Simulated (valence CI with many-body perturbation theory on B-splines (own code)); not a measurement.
## Os45+: electric-dipole lines

Method: valence CI with perturbative core correlation (CI+MBPT): three valence electrons over a frozen Dirac-Fock core [Ar] 3d10, a basis of 11 s, 11 p, 9 d, 7 f, 5 g, 2 h, 1 i functions for each j, with the one-electron correlation potential Σ1, the two-electron term Σ2, the three-electron term Σ3, Breit, model QED; selected CI, second order for the rest (own B-spline code, finite nucleus).

The last digits are not significant, and no measured levels were compared; by estimate large intervals hold to a few tenths of a per cent, small ones and those within an open d or f shell to about a per cent.

Lines 151 to 200 of 277 in falling wavelength, among levels below 638.24 eV, chosen from the strongest by gf and those to the six lowest levels. Wavelengths and rates use the calculated energies. Electric multipoles are in the length gauge, E1 and E2 with the static RPA response of the core. Weak lines are less certain than strong ones. Lines between different terms over intervals too small for the method are left out, as are lines whose strength nearly cancels. The highest levels of a list are the least certain.

Levels are named by their leading jj configuration (3d3/2^4 stands for four electrons in 3d with j = 3/2), which in mixed levels can hold well under half, so a name can repeat and another be missing. Letters in brackets count levels of one name in rising energy.

```csv
λ vac (nm),Upper,Lower,A (s⁻¹),S (a.u.) with core polarisation,S without
5.587,(4s 4p1/2 4f7/2) J=5/2,(4s 4p1/2 4d3/2) J=3/2 [a],1.53e+11,7.88e-02,8.34e-02
5.574,(4s 4p1/2 4p3/2) J=3/2 [b],(4s^2 4p1/2) J=1/2,4.44e+11,1.52e-01,1.61e-01
5.572,(4p1/2 4p3/2 4d3/2) J=5/2 [b],(4s 4p1/2 4d3/2) J=3/2 [b],4.96e+11,2.54e-01,2.69e-01
5.570,(4p1/2^2 4p3/2) J=3/2,(4s 4p1/2^2) J=1/2,2.92e+11,9.97e-02,1.06e-01
5.570,(4p1/2 4p3/2 4d5/2) J=3/2 [a],(4s 4p1/2 4d5/2) J=5/2 [a],1.58e+11,5.37e-02,5.70e-02
5.561,(4p1/2 4p3/2 4d3/2) J=1/2 [b],(4s 4p1/2 4d3/2) J=1/2,3.05e+11,5.17e-02,5.48e-02
5.536,(4p1/2 4p3/2 4d5/2) J=5/2 [a],(4s 4p1/2 4d5/2) J=5/2 [a],4.47e+10,2.24e-02,2.38e-02
5.534,(4p3/2^3) J=3/2,(4s 4p3/2^2) J=1/2,3.72e+11,1.25e-01,1.32e-01
5.529,(4p1/2 4p3/2 4d5/2) J=7/2 [b],(4s 4p1/2 4d5/2) J=5/2 [b],1.04e+11,6.96e-02,7.37e-02
5.518,(4s 4p3/2 4d5/2) J=7/2 [b],(4s^2 4d5/2) J=5/2,3.80e+11,2.52e-01,2.67e-01
5.514,(4s 4p3/2^2) J=1/2,(4s^2 4p3/2) J=3/2,5.97e+11,9.88e-02,1.05e-01
5.513,(4s 4p1/2 4p3/2) J=1/2,(4s^2 4p1/2) J=1/2,8.43e+11,1.39e-01,1.48e-01
5.507,(4p1/2 4p3/2 4d3/2) J=5/2 [a],(4s 4p1/2 4d3/2) J=3/2 [a],1.04e+11,5.12e-02,5.42e-02
5.504,(4p1/2 4p3/2 4d3/2) J=1/2 [a],(4s 4p1/2 4d3/2) J=3/2 [a],5.64e+11,9.28e-02,9.84e-02
5.497,(4p1/2 4p3/2 4d3/2) J=3/2 [a],(4s 4p1/2 4d3/2) J=3/2 [a],4.38e+11,1.44e-01,1.52e-01
5.492,(4s 4p3/2 4d3/2) J=1/2 [b],(4s^2 4d3/2) J=3/2,9.19e+11,1.50e-01,1.59e-01
5.489,(4p1/2 4p3/2 4d5/2) J=5/2 [b],(4s 4p1/2 4d5/2) J=3/2,8.70e+10,4.26e-02,4.51e-02
5.480,(4p1/2 4p3/2 4d5/2) J=1/2,(4s 4p1/2 4d5/2) J=3/2,2.22e+11,3.60e-02,3.82e-02
5.479,(4p1/2 4p3/2 4d5/2) J=3/2 [b],(4s 4p1/2 4d5/2) J=5/2 [b],3.04e+11,9.86e-02,1.05e-01
5.456,(4p1/2 4p3/2^2) J=5/2,(4s 4p1/2 4p3/2) J=5/2,2.76e+11,1.33e-01,1.41e-01
5.455,(4p1/2 4p3/2^2) J=3/2,(4s 4p1/2 4p3/2) J=5/2,5.13e+10,1.64e-02,1.74e-02
5.453,(4p1/2 4p3/2 4d3/2) J=7/2,(4s 4p1/2 4d3/2) J=5/2,6.01e+11,3.85e-01,4.07e-01
5.425,(4s 4p3/2^2) J=3/2,(4s^2 4p3/2) J=3/2,1.26e+12,3.98e-01,4.22e-01
5.399,(4s 4p3/2 4d3/2) J=5/2 [b],(4s^2 4d3/2) J=3/2,1.50e+12,6.99e-01,7.40e-01
5.392,(4p1/2 4p3/2 4d5/2) J=7/2 [b],(4s 4p1/2 4d5/2) J=7/2,1.58e+11,9.81e-02,1.04e-01
5.380,(4s 4p3/2 4d5/2) J=3/2 [b],(4s^2 4d5/2) J=5/2,5.57e+11,1.71e-01,1.81e-01
5.351,(4s 4p3/2 4d5/2) J=3/2 [a],(4s^2 4d3/2) J=3/2,8.74e+10,2.64e-02,2.80e-02
5.290,(4s 4p3/2 4d5/2) J=5/2 [b],(4s^2 4d5/2) J=5/2,4.97e+11,2.18e-01,2.31e-01
5.254,(4p1/2 4p3/2^2) J=5/2,(4s 4p1/2 4p3/2) J=3/2 [a],1.86e+09,7.98e-04,8.45e-04
5.253,(4p1/2 4p3/2^2) J=3/2,(4s 4p1/2 4p3/2) J=3/2 [a],4.07e+11,1.16e-01,1.23e-01
5.223,(4p1/2 4p3/2 4d3/2) J=5/2 [b],(4s 4p1/2 4d3/2) J=5/2,8.23e+10,3.47e-02,3.68e-02
5.211,(4p1/2 4p3/2 4d5/2) J=5/2 [b],(4s 4p1/2 4d5/2) J=5/2 [a],2.03e+11,8.49e-02,9.00e-02
5.201,(4p3/2^3) J=3/2,(4s 4p3/2^2) J=5/2,1.94e+11,5.39e-02,5.72e-02
5.118,(4p1/2 4p3/2^2) J=1/2,(4s 4p1/2 4p3/2) J=3/2 [a],2.25e+10,2.97e-03,3.15e-03
5.063,(4p1/2 4p3/2 4d3/2) J=5/2 [b],(4s 4p1/2 4d3/2) J=3/2 [a],6.59e+10,2.53e-02,2.68e-02
4.910,(4s^2 4f5/2) J=5/2,(4s 4p1/2 4p3/2) J=3/2 [b],1.78e+11,6.23e-02,6.59e-02
4.904,(4s 4p1/2 4f5/2) J=5/2 [b],(4p1/2^2 4p3/2) J=3/2,7.48e+10,2.61e-02,2.76e-02
4.776,(4s 4p1/2 4d3/2) J=3/2 [a],(4s 4p1/2^2) J=1/2,3.07e+10,6.60e-03,6.99e-03
4.748,(4s 4p3/2 4d3/2) J=3/2 [a],(4s 4p1/2 4p3/2) J=3/2 [b],7.57e+08,1.60e-04,1.70e-04
4.747,(4s 4p3/2 4d3/2) J=1/2 [a],(4s 4p1/2 4p3/2) J=3/2 [b],2.75e+10,2.90e-03,3.07e-03
4.743,(4s 4p3/2 4d3/2) J=5/2 [a],(4s 4p1/2 4p3/2) J=3/2 [b],4.79e+10,1.51e-02,1.60e-02
4.729,(4p1/2 4p3/2 4d3/2) J=5/2 [a],(4p1/2^2 4p3/2) J=3/2,1.25e+11,3.93e-02,4.16e-02
4.681,(4s^2 4f5/2) J=5/2,(4s 4p1/2 4p3/2) J=5/2,1.86e+10,5.64e-03,5.97e-03
4.578,(4s^2 4f7/2) J=7/2,(4s 4p1/2 4p3/2) J=5/2,3.89e+11,1.48e-01,1.56e-01
4.537,(4s 4p3/2 4d3/2) J=3/2 [b],(4s 4p1/2 4p3/2) J=1/2,5.58e+11,1.03e-01,1.09e-01
4.534,(4s 4p3/2 4d3/2) J=3/2 [a],(4s 4p1/2 4p3/2) J=5/2,2.04e+11,3.76e-02,3.98e-02
4.531,(4s^2 4f5/2) J=5/2,(4s 4p1/2 4p3/2) J=3/2 [a],3.17e+10,8.72e-03,9.24e-03
4.529,(4s 4p3/2 4d3/2) J=5/2 [a],(4s 4p1/2 4p3/2) J=5/2,7.30e+11,2.01e-01,2.13e-01
4.497,(4s 4p3/2 4d3/2) J=3/2 [b],(4s 4p1/2 4p3/2) J=3/2 [b],5.47e+11,9.81e-02,1.04e-01
4.449,(4p1/2 4p3/2 4d3/2) J=3/2 [b],(4p1/2^2 4p3/2) J=3/2,1.46e+12,2.54e-01,2.70e-01
```
